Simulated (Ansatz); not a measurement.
Geometry optimisation, UKS LDA/STO-3G in Ansatz.

The input (input.yaml):

```yaml
crystal:
  periodic: [false, false, false]
  atoms:
    - { symbol: F, position_ang: [-1.6026, -0.022, -1.1819] }
    - { symbol: C, position_ang: [-0.4065, -0.0357, -0.6032] }
    - { symbol: Si, position_ang: [-0.2205, -1.0338, 0.9495] }
    - { symbol: S, position_ang: [-1.4413, -0.2783, 2.4717] }
    - { symbol: B, position_ang: [0.3967, 1.3553, -0.6509] }
    - { symbol: C, position_ang: [0.7366, 0.0701, -1.527] }
    - { symbol: H, position_ang: [1.2271, -0.9304, 1.4431] }
    - { symbol: H, position_ang: [-0.4659, -2.4267, 0.6784] }
    - { symbol: H, position_ang: [-0.912, 1.0008, 2.4874] }
    - { symbol: H, position_ang: [0.5827, 2.4754, -0.258] }
    - { symbol: H, position_ang: [1.6738, -0.4345, -1.1935] }
    - { symbol: H, position_ang: [0.5088, 0.2046, -2.5816] }
magnetization:
  spin_polarized: true
basis:
  gaussian: { orbitals: STO-3G }
hamiltonian:
  xc: lda
relax:
  f_tol: 0.02
  max_steps: 40
output:
  orbitals: {}
```

Command:

```bash
$ ansatz run input.yaml --threads 2 --pin off --max-ram 3072MiB --backend cpu --events-out ev --progress --plain --runs-dir out
```

Where does it end, and by what steps?

The forces met the threshold. Limits of this set-up: minimal basis. After 14 steps the energy has fallen by 0.805 eV; H10 moved furthest, 0.54 Å.

| step | energy less start (eV) | largest force component (eV/Å) | accepted |
| --- | --- | --- | --- |
| 0 | 0.0000 | 3.796 | yes |
| 1 | -0.4921 | 1.260 | yes |
| 2 | -0.7068 | 0.788 | yes |
| 3 | -0.7611 | 0.430 | yes |
| 4 | -0.7869 | 0.197 | yes |
| 5 | -0.7967 | 0.212 | yes |
| 6 | -0.8024 | 0.090 | yes |
| 7 | -0.8026 | 0.073 | yes |
| 8 | -0.8036 | 0.056 | yes |
| 9 | -0.8032 | 0.062 | no |
| 10 | -0.8041 | 0.042 | yes |
| 11 | -0.8043 | 0.036 | yes |
| 12 | -0.8044 | 0.041 | yes |
| 13 | -0.8045 | 0.026 | yes |
| 14 | -0.8046 | 0.014 | yes |

```xyz
12
Properties=species:S:1:pos:R:3
F -1.738 0.096 -1.101
C -0.465 0.159 -0.547
Si -0.204 -0.964 0.972
S -1.486 -0.477 2.575
B 0.427 1.385 -0.723
C 0.856 0.116 -1.446
H 1.202 -0.857 1.332
H -0.499 -2.338 0.605
H -0.901 0.737 2.786
H 0.474 2.553 -0.781
H 1.582 -0.626 -1.091
H 0.829 0.161 -2.548
```

The run took 51 s on 2 threads of Arm Neoverse N1, with other jobs on the host, peak memory 0.19 GiB.
